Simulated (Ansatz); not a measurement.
**BFHMgS: where a starting geometry ends**

The starting geometry of this gas-phase doublet was optimised with GFN2-xTB.

```xyz
5

B     0.2604    0.8396   -0.8063
F     0.2054   -1.9514    0.4063
Mg    1.8253   -2.3163   -0.1722
S     1.7107    0.4084   -1.3121
H    -0.7662    1.2200   -0.4766
```

Question: Predict what it relaxes into with PBE0-D3(BJ)/pcseg-1.

Answer: A new bond forms, giving a structure with F2 bridging B1 and Mg3, given below by its coordinates. Distances that change by over a tenth: F2–Mg3 (1.76 → 2.26 Å), Mg3–S4 (2.96 → 2.46 Å). Contacts that close: B1–F2 (3.04 → 1.41 Å).

The energy falls by 1.72 eV over 15 steps:

```tsv
step	E − E(last) (eV)
1	1.719
3	1.532
4	1.420
6	1.036
7	0.572
9	0.061
10	0.010
12	0.000
13	0.000
15	0.000
```

Final geometry (Å):

```xyz
5

B     0.2153    0.1259   -0.4782
F    -0.0341   -1.0970    0.1682
Mg    1.9624   -2.0163   -0.3775
S     1.7695    0.2707   -1.2747
H    -0.6774    0.9171   -0.3987
```

The end wasn't checked by frequencies. Open shells are spin-unrestricted. Run with Ansatz 0.2.0, 2.3 min on 1 thread of AMD EPYC (Zen 3) (shared host).
